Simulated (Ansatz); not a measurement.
Ansatz (a first-principles code) input:

Ansatz 0.2 input:
```yaml
crystal:
  periodic: [false, false, false]
  atoms:
    - {symbol: C, position_ang: [2.94745426, 0.55237194, -0.42420788]}
    - {symbol: C, position_ang: [2.21987147, -0.74390888, -0.02858675]}
    - {symbol: C, position_ang: [1.14705362, -0.53889055, 0.98349243]}
    - {symbol: C, position_ang: [-0.29165883, -0.74352012, 0.67225388]}
    - {symbol: C, position_ang: [-0.88664115, 0.36172445, -0.24246212]}
    - {symbol: C, position_ang: [-2.31864018, 0.10240025, -0.58679624]}
    - {symbol: C, position_ang: [-3.33909101, 0.88293667, -0.25454617]}
    - {symbol: H, position_ang: [2.25563728, 1.26881653, -0.87031553]}
    - {symbol: H, position_ang: [3.39698505, 1.02612528, 0.45074351]}
    - {symbol: H, position_ang: [3.74352067, 0.35113625, -1.14451972]}
    - {symbol: H, position_ang: [1.79808552, -1.21115785, -0.92382553]}
    - {symbol: H, position_ang: [2.96914097, -1.44842710, 0.35726351]}
    - {symbol: H, position_ang: [1.42240168, -0.09539735, 1.93422302]}
    - {symbol: H, position_ang: [-0.88339309, -0.78337441, 1.58938457]}
    - {symbol: H, position_ang: [-0.43191462, -1.70599509, 0.16309875]}
    - {symbol: H, position_ang: [-0.78734773, 1.33169742, 0.25010447]}
    - {symbol: H, position_ang: [-0.29071485, 0.40584312, -1.15996530]}
    - {symbol: H, position_ang: [-2.51488545, -0.81632211, -1.13528879]}
    - {symbol: H, position_ang: [-3.18966879, 1.80518136, 0.29617450]}
    - {symbol: H, position_ang: [-4.35793551, 0.63319144, -0.52196025]}
basis:
  gaussian:
    orbitals: def2-TZVPD
hamiltonian:
  xc: {name: wB97M-V}
magnetization: {spin_polarized: true, initial_magnetization: 1}
output: {forces: true}
```

What final total energy does it print?

-274.42842 Eh (wB97M-V/def2-TZVPD). The basis has 376 functions.

It need not be the lowest isomer of its formula.
